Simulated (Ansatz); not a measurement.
Computed with Ansatz on PBE0-D4/def2-TZVP structures; ΔE is electronic, products minus reactants. CBS: MP2 limit from def2 TZ/QZ plus the TZ coupled-cluster correction, frozen cores. Functionals use def2-TZVPP. HSE06 is defined as in plane-wave codes. Elements past krypton have def2 core potentials. For Nb outer-core shells are correlated without core-valence functions, which leaves a few kJ/mol of doubt a bond. One conformer a species, not always the lowest.

Reaction (redistribution): `[F][Nb]([F])(=[S])[Cl]` + `CC(=N)[SiH3]` → `[CH3][Nb]([F])([F])=[S]` + `N=C([SiH3])Cl`

Task: Is it downhill or uphill in electronic energy at CCSD(T)/CBS, and by how much? (An estimate is asked.)

Result: The calculation gave: Uphill: ΔE = +37.9 kcal/mol.

Task: What do these levels give: BLYP-D4, HSE06-D4, B2PLYP, PBE, CAM-B3LYP, MP2/CBS(def2)? (Best estimate.)

Result: Ansatz gave: BLYP-D4 36.0, HSE06-D4 37.7, B2PLYP 38.9, PBE 36.1, CAM-B3LYP 38.3, MP2/CBS(def2) 40.4 kcal/mol.

Task: What do rigid-rotor, harmonic-oscillator terms from PBE0-D4/def2-TZVP frequencies (298.15 K, 1 bar) make of the CCSD(T)/CBS value? (Estimate.)

Result: Computed: ΔZPE = -2.3 kcal/mol, ΔH = +35.9 kcal/mol, ΔS = 9 J/(mol·K), ΔG = +35.3 kcal/mol.

Largest T1 diagnostic among the species: 0.023, so the coupled-cluster value is less sure than usual.

Leaving LDA and LC-ωPBE aside and taking each functional with its dispersion term where it has one, the values, not all of them listed here, spread over 3.7 kcal/mol, from BLYP-D4 to PBE-QIDH. LDA lies +0.8 kcal/mol from PBE without D4. At CCSD(T), def2-SVP lies +2.8 kcal/mol from the extrapolated value and def2-TZVPP +0.2 kcal/mol.
